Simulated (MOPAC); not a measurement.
Input for MOPAC: PM6 on NbO, 2S+1 = 4, a spin state set in the input, which need not be the lowest, a point of a bond scan (R = 1.554 Å).

```
PM6 1SCF PRECISE CHARGE=0 UHF MS=1.5 THREADS=1
NbO

Nb     0.00000000 1     0.00000000 1     0.00000000 1
O      0.00000000 1     0.00000000 1     1.55352800 1
```

The log:

```
*******************************************************************************
 **                                                                           **
 **                              MOPAC v23.2.5                                **
 **                                                                           **
 *******************************************************************************
 ** MOPAC's Digital Object Identifier: https://doi.org/10.5281/zenodo.6511958 **
 **                                                                           **
 ** Please cite the open-source release paper for use of this MOPAC version:  **
 ** J. E. Moussa and J. J. P. Stewart (2026)                                  **
 ** MOPAC: An open-source semiempirical molecular orbital program             **
 ** J. Open Source Softw., 11(119), 8025, https://doi.org/10.21105/joss.08025 **
 *******************************************************************************

                              PM6 CALCULATION RESULTS

 *******************************************************************************
 *  PM6        - The PM6 Hamiltonian to be used
 *  UHF        - UNRESTRICTED HARTREE-FOCK CALCULATION
 *
 *
 *
 *                 CHARGE ON SYSTEM = 0
 *
 *
 *
 *  MS=        - IN MECI, MAGNETIC COMPONENT OF SPIN =  1.5
 *  PRECISE    - TIGHTER CRITERIA TO BE USED
 *  1SCF       - DO 1 SCF AND THEN STOP
 *  THREADS=1  - MULTI-THREADING NOT USED
 *  T=         - A TIME OF 172800.0 SECONDS REQUESTED
 *  DUMP=N     - RESTART FILE WRITTEN EVERY 7200.0 SECONDS REQUESTED
 *******************************************************************************
PM6 1SCF PRECISE CHARGE=0 UHF MS=1.5 THREADS=1
 NbO

   ATOM   CHEMICAL          X               Y               Z
  NUMBER   SYMBOL      (ANGSTROMS)     (ANGSTROMS)     (ANGSTROMS)

     1      Nb          0.00000000  *   0.00000000  *   0.00000000  *
     2       O          0.00000000  *   0.00000000  *   1.55352800  *



          CARTESIAN COORDINATES

    NO.       ATOM           X           Y           Z

     1        Nb          0.0000      0.0000      0.0000
     2         O          0.0000      0.0000      1.5535

 General Reference for PM6:
 "Optimization of Parameters for Semiempirical Methods V: Modification of NDDO Approximations
 and Application to 70 Elements", J. J. P. Stewart, J. Mol. Mod., 13, 1173-1213 (2007)
 URL: https://link.springer.com/article/10.1007/s00894-007-0233-4

           Empirical Formula: O Nb  =     2 atoms



      MOLECULAR POINT GROUP   :   C*v


          UHF CALCULATION, NO. OF ALPHA ELECTRONS =    7
                           NO. OF BETA  ELECTRONS =    4

 -------------------------------------------------------------------------------
 PM6 1SCF PRECISE CHARGE=0 UHF MS=1.5 THREADS=1
 NbO



     1SCF WAS SPECIFIED, SO BFGS WAS NOT USED
     SCF FIELD WAS ACHIEVED


                              PM6 CALCULATION
                                                       MOPAC v23.2.5 Linux




          FINAL HEAT OF FORMATION =         64.77183 KCAL/MOL =     271.00532 KJ/MOL


          COSMO AREA              =        135.19 SQUARE ANGSTROMS
          COSMO VOLUME            =        147.81 CUBIC ANGSTROMS

          IONIZATION POTENTIAL    =          7.118270 EV
          ALPHA SOMO LUMO (EV)    =         -7.118  0.844
          BETA  SOMO LUMO (EV)    =        -12.299  1.104
          NO. OF ALPHA ELECTRONS  =          7
          NO. OF BETA  ELECTRONS  =          4
          MOLECULAR WEIGHT        =        108.9058         POINT GROUP:  C*v

          MOLECULAR DIMENSIONS (Angstroms)

            Atom       Atom       Distance
            O     2   Nb     1     1.55353
            O     2   Nb     1     0.00000
           Nb     1    O     2     0.00000


          SCF CALCULATIONS        =          1





   ATOM   CHEMICAL          X               Y               Z
  NUMBER   SYMBOL      (ANGSTROMS)     (ANGSTROMS)     (ANGSTROMS)

     1      Nb          0.00000000  *   0.00000000  *   0.00000000  *
     2       O          0.00000000  *   0.00000000  *   1.55352800  *

                             CARTESIAN COORDINATES

   1   Nb        0.000000000     0.000000000     0.000000000
   2    O        0.000000000     0.000000000     1.553528000


           Empirical Formula: O Nb  =     2 atoms



      MOLECULAR POINT GROUP   :   C*v


          ALPHA EIGENVALUES
 -28.55576 -13.18598 -13.18598 -12.11106  -7.89441  -7.89441  -7.11827   0.84446
   0.84446   2.05608   3.61985   3.61985   7.18114


           BETA EIGENVALUES
 -29.06142 -13.34101 -13.34101 -12.29864   1.10387   1.72079   1.72079   1.77721
   1.77721   2.29009   4.48741   4.48741   7.28512


              NET ATOMIC CHARGES AND DIPOLE CONTRIBUTIONS

  ATOM NO.   TYPE          CHARGE      No. of ELECS.   s-Pop       p-Pop       d-Pop
    1         Nb           0.150204        4.8498     0.77292     0.23337     3.84350
    2          O          -0.150204        6.1502     1.71200     4.43821
 DIPOLE           X         Y         Z       TOTAL
 POINT-CHG.     0.000     0.000    -1.121     1.121
 HYBRID         0.000    -0.000    -2.232     2.232
 SUM            0.000    -0.000    -3.352     3.352


          ATOMIC ORBITAL ELECTRON POPULATIONS

     Atom    s        px        py        pz      x^2-y^2     xz        z^2       yz        xy
    1 Nb   0.77292   0.04614   0.04614   0.14110   1.00000   0.51683   0.80983   0.51683   1.00000
    2  O   1.71200   1.43703   1.43703   1.56415


                    (SZ)    =    1.500000
                    (S**2)  =    3.763004


          ATOMIC ORBITAL SPIN POPULATIONS

    Atom   Total    s     px     py     pz   x^2-y^2  xz     z^2    yz     xy
         Atomic
    1 Nb  3.1570  0.442  0.006  0.006  0.039  1.000  0.065  0.536  0.065  1.000
    2  O -0.1570 -0.004 -0.070 -0.070 -0.012

 **********************
 *                    *
 * JOB ENDED NORMALLY *
 *                    *
 **********************




 == MOPAC DONE ==
```

The run finished.

Cost: roughly 0.03 core-seconds.
